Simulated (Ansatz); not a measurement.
Molecule (SMILES): [GeH2] (GeH2) (closed-shell singlet).
Geometry (B3LYP-D3(BJ)/def2-TZVP, fixed):
```
Ge
H 1 1.5993
H 1 1.5993 2 90.65
```
Charge 0, spin multiplicity 1.

Basis-set convergence of the dipole moment at PBE0 with Ansatz (a program for electronic structure). Dipoles come from the density behind the forces; the sign is taken along the dipole that this method gives in the largest set. All functions are spherical. The program fits the integrals of some runs and decomposes those of others, by size. No added dispersion term, no relativity. Reference: the value in aug-pcseg-3, 0.164 D. Deviations are taken from unrounded values.

| basis | functions | dipole moment (D) |
|---|---|---|
| cc-pVDZ | 37 | 0.055 |
| aug-cc-pVDZ | 54 | 0.135 |
| pcseg-1 | 37 | 0.049 |
| aug-pcseg-1 | 54 | 0.089 |
| def2-SVP | 42 | 0.001 |
| def2-SVPD | 54 | 0.126 |
| def2-TZVP | 60 | 0.168 |
| def2-TZVPD | 72 | 0.160 |
| cc-pVTZ | 71 | 0.103 |
| aug-cc-pVTZ | 105 | 0.148 |
| pcseg-2 | 71 | 0.152 |
| aug-pcseg-2 | 105 | 0.144 |
| def2-TZVPP | 76 | 0.166 |
| def2-TZVPPD | 88 | 0.157 |
| cc-pVQZ | 128 | 0.144 |
| aug-cc-pVQZ | 185 | 0.163 |
| pcseg-3 | 134 | 0.161 |
| aug-pcseg-3 | 191 | 0.164 |
| def2-QZVPP | 149 | 0.152 |
| def2-QZVPPD | 161 | 0.164 |

What the diffuse functions change, pair by pair:
- cc-pVDZ to aug-cc-pVDZ: 17 more functions, deviation -0.109 to -0.030 D
- pcseg-1 to aug-pcseg-1: 17 more functions, deviation -0.115 to -0.075 D
- def2-SVP to def2-SVPD: 12 more functions, deviation -0.163 to -0.038 D
- def2-TZVP to def2-TZVPD: 12 more functions, deviation 0.004 to -0.004 D
- cc-pVTZ to aug-cc-pVTZ: 34 more functions, deviation -0.061 to -0.016 D
- pcseg-2 to aug-pcseg-2: 34 more functions, deviation -0.012 to -0.020 D
- def2-TZVPP to def2-TZVPPD: 12 more functions, deviation 0.002 to -0.007 D
- cc-pVQZ to aug-cc-pVQZ: 57 more functions, deviation -0.020 to -0.002 D
- pcseg-3 to aug-pcseg-3: 57 more functions, deviation -0.003 to 0.000 D
- def2-QZVPP to def2-QZVPPD: 12 more functions, deviation -0.012 to 0.000 D

Leaving out the reference's own pair, they bring the value nearer the reference by more than 0.001 D in 6 of 9 pairs.
